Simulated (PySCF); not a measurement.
Static response to an electric field

Species: CH11ClSi4.
Geometry (GFN2-xTB, Å), atoms numbered from 1 in this order:
```
atom  x, y, z in Å
C1    -0.8309    1.1704   -1.2227
Si2   -0.6945    0.2906    0.4737
Si3   -2.8332   -0.3952    1.1227
Cl4   -0.1179    1.8158    1.7724
Si5    1.1618   -1.1339    0.3500
Si6    3.0920   -0.1909   -0.5363
H7    -1.5447    1.9895   -1.1936
H8     0.1245    1.5851   -1.5362
H9    -1.1578    0.4778   -1.9931
H10   -3.2778   -1.4812    0.2425
H11   -2.8659   -0.9127    2.4929
H12   -3.8613    0.6496    1.0459
H13    1.4286   -1.6982    1.6840
H14    0.7457   -2.3089   -0.4377
H15    3.0218   -0.1036   -1.9997
H16    4.3252   -0.9201   -0.2260
H17    3.2774    1.1781   -0.0487
```

Level: CAM-B3LYP/def2-SVPD (PySCF), static field, nuclei fixed, core orbitals frozen in the response. The polarisability tensor in these axes (au):

```
x   176.29  -0.42 -13.92
y    -0.42 130.70   0.25
z   -13.92   0.25 128.65
```

Problem. Diagonalise the tensor; give its mean and Δα, where Δα² is half the sum of the squared differences of the eigenvalues.

Solution. Principal values 124.88, 130.69 and 180.06 au; mean 145.21 au = 21.52 Å³ = 23.94 × 10⁻⁴⁰ C²·m²/J; Δα = 52.52 au (36 % of the mean).

Problem. What is the dipole moment, and where does it point?

Solution. (-0.34, -0.94, -1.41) D, 1.73 D in size, pointing from the negative to the positive side. Measured along this direction, the outermost atoms are Cl4 at the negative end and H9 at the positive end.

Problem. In TDDFT the mean static polarisability is Σ f/ω² over all singlet excitations (ω in hartree). How much of it do the 8 lowest give? Their energies (eV) and oscillator strengths: 5.95, 0.2990; 6.23, 0.1227; 6.45, 0.0006; 6.79, 0.0335; 7.09, 0.0435; 7.14, 0.0465; 7.25, 0.0101; 7.48, 0.2642.

Solution. They add up to 14.10 au, 9.7 % of the 145.21 au; the largest single term is 6.26 au, from the state at 5.95 eV. Terms in order: 6.26, 2.34, 0.01, 0.54, 0.64, 0.68, 0.14, 3.49 au. Higher excitations give the rest. The strengths listed sum to 0.820.

Problem. Molar refractivity from α?

Solution. Lorentz–Lorenz: R = (4π/3)N_A α = 2.5225 cm³/(mol·Å³) × 21.52 Å³ = 54.3 cm³/mol, in the limit of long wavelengths.

Problem. Orientational against electronic polarisability at 350 K (dilute gas, rigid molecules)?

Solution. In Gaussian units μ²/3kT = 20.71 Å³ against 21.52 Å³, a ratio of 0.96; the Debye molar polarisation (4π/3)N_A(α + μ²/3kT) is 106.5 cm³/mol, leaving out the vibrational part.

Problem. What depolarisation ratio follows for Rayleigh scattering of linearly polarised light, taking the static tensor?

Solution. ρ = 3Δα²/(45ᾱ² + 4Δα²) = 8274.3/(948912 + 11032.5) = 0.00862.

One conformer (not necessarily the lowest) at the GFN2-xTB geometry, without solvent, vibrations or thermal averaging.

The run behind these numbers computed excited states as well. Time: 88 s; peak memory 1.0 GiB. Hardware: one thread of an Arm Neoverse N1 (shared host).
